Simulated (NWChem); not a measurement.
Two isomers of C3H5BFN, each optimised at PBE0/def2-SVP with NWChem. Flexible species stand in one conformer each, which need not be the lowest. 

A: C=C=CB(N)F
B: B(F)(NC)C#C

Which is lower in energy, by how much, and how do their other properties compare?

A is lower by 10.3 kcal/mol in electronic energy; with zero-point energies, B − A = 11.1 kcal/mol.
```tsv
	A	B
highest occupied level (eV)	-7.41	-7.50
orbital gap (eV)	7.08	7.19
dipole (D)	2.18	2.47
highest harmonic frequency (cm⁻¹)	3761	3636
zero-point energy (kcal/mol)	50.7	51.5
```
